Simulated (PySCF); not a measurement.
# Telling isomers of C7H5ClO2 apart by NMR

In vacuum, one computed conformer, fast rotation and ring inversion assumed for equivalent nuclei, non-relativistic. Geometry from GFN2-xTB; GIAO PBE0/pcSseg-1 shieldings; PySCF 2.14.0 with density-fitted response routines.

Chemical shifts δ = σref − σ; TMS for ¹H (31.72 ppm), ¹³C (186.93 ppm), all at this level. Where no couplings were computed, multiplicities follow the n + 1 count of equivalent neighbours, and m marks all less simple cases (inequivalent or close neighbours, rings, F or P nearby). Acid and N–H amide carbonyl carbons lie up to 10 ppm further downfield in solution (hydrogen bonding). Shifts are as computed. Against solution values, carbons near 30 ppm lie about +3 ppm off and those near 130 ppm about +5 ppm; carbons on Cl a further +6 ppm. Of 1211 compounds with measured shifts, 218 miss one by over three times the rms of a fit or turn the order of signals round; such compounds aren't used in these exercises. Carbons bonded to Cl come out too deshielded. OH and NH positions are gas-phase values without hydrogen bonding to other molecules.

(1) Tabulate the signals of `O=C(O)c1ccc(Cl)cc1`, `C=Cc1ccoc1C(=O)Cl`, `C=Cc1ccc(C(=O)Cl)o1` and their relative energies.

(2) What is the quickest way to tell O=C(O)c1ccc(Cl)cc1 from C=Cc1ccoc1C(=O)Cl?

(3) What is the quickest way to tell O=C(O)c1ccc(Cl)cc1 from C=Cc1ccc(C(=O)Cl)o1?

(4) What is the quickest way to tell C=Cc1ccoc1C(=O)Cl from C=Cc1ccc(C(=O)Cl)o1?

Results:

(1) 
```json
{"SMILES": "O=C(O)c1ccc(Cl)cc1", "carbon types": "3×C 4×CH", "δC": "170.2, 152.4, 138.6, 134.7, 131.0", "δH": "8.51 (d, 2H), 7.71 (d, 2H), 6.37 (br s, 1H)", "E rel. (kcal/mol)": "0.0"}
{"SMILES": "C=Cc1ccoc1C(=O)Cl", "carbon types": "3×C 3×CH 1×CH2", "δC": "164.7, 154.3, 145.7, 144.5, 134.9, 129.2, 116.8", "δH": "7.94 (m, 1H), 7.64 (m, 1H), 7.16 (m, 1H), 6.31 (m, 1H), 6.03 (m, 1H)", "E rel. (kcal/mol)": "40.7"}
{"SMILES": "C=Cc1ccc(C(=O)Cl)o1", "carbon types": "3×C 3×CH 1×CH2", "δC": "165.6, 163.5, 149.7, 131.7, 131.6, 128.6, 120.3", "δH": "7.67 (m, 1H), 6.79 (m, 1H), 6.75 (m, 1H), 6.66 (m, 1H), 5.93 (m, 1H)", "E rel. (kcal/mol)": "38.1"}
```

Energies are electronic energies at PBE0/pcSseg-1 on these geometries, without zero-point or thermal terms, each for the one conformer computed, which needn't be the lowest.

(2) Count the carbon signals: 5 against 7. The first has a substituted aromatic carbon (C) at 131.0 ppm, the second a terminal =CH2 carbon at 129.2 ppm. Their most deshielded carbons lie at 170.2 and 164.7 ppm. In the proton spectra the most deshielded non-exchanging signals are 8.51 (d, 2H) and 7.94 (m, 1H).

(3) Count the carbon signals: 5 against 7. The first has a substituted aromatic carbon (C) at 131.0 ppm, the second a terminal =CH2 carbon at 128.6 ppm. Their most deshielded carbons lie at 170.2 and 165.6 ppm. In the proton spectra the most deshielded non-exchanging signals are 8.51 (d, 2H) and 7.67 (m, 1H).

(4) Both give the same number of carbon signals, with the same numbers of each carbon type, so the positions decide. The first has an aromatic CH next to the ring oxygen at 154.3 ppm, the second a substituted aromatic carbon next to the ring oxygen (C) at 149.7 ppm. Their most deshielded carbons lie at 164.7 and 165.6 ppm.
